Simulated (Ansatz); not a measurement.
Vertical singlet–triplet gap (eV) of eight silicon and germanium compounds: PBE beside PBE0, computed with Ansatz (an electronic-structure program) for isolated molecules in the bases named; differences from unrounded values. The eight are the first of their class met in an unordered collection, after screening for sound electronic states; none was chosen by its value. Functionals give these values as differences of separate SCF runs (ΔSCF), EOM-CCSD as a root; each molecule has one DFT geometry for both levels.

| molecule | basis | PBE0 | PBE | difference |
|---|---|---|---|---|
| Si(H)3(Me) (CH₆Si), SMILES [SiH3]C | def2-TZVPD | 7.78 | 7.42 | -0.36 |
| GeFCl2Br, SMILES [F][Ge]([Cl])([Br])[Cl] | def2-SVPD | 4.97 | 4.41 | -0.56 |
| Si(CF3)(H)2(OH) (CH3F3OSi), SMILES O[SiH2]C(F)(F)F | def2-SVPD | 6.91 | 6.24 | -0.67 |
| trifluoro(fluorosilyl)silane (F₄H₂Si₂), SMILES F[SiH2][Si](F)(F)F | def2-SVPD | 5.90 | 5.51 | -0.39 |
| CH2F2O2Si, SMILES O=C([SiH](F)F)O | def2-SVPD | 4.13 | 4.10 | -0.03 |
| Ge(F)2(Br)(OH) (BrF₂GeHO), SMILES [F][Ge]([Br])([F])[OH] | def2-SVPD | 5.97 | 5.46 | -0.52 |
| B(OH)2(OSiH3) (BH5O3Si), SMILES OB(O)O[SiH3] | def2-SVPD | 7.18 | 6.48 | -0.70 |
| C2H7NSi2, SMILES C1[SiH2][C@@H]([SiH3])N=1 | def2-SVPD | 3.29 | 3.27 | -0.02 |

PBE lies below PBE0 in 8 and above it in 0 of the eight; the mean signed difference is -0.41 and the largest -0.70 eV.
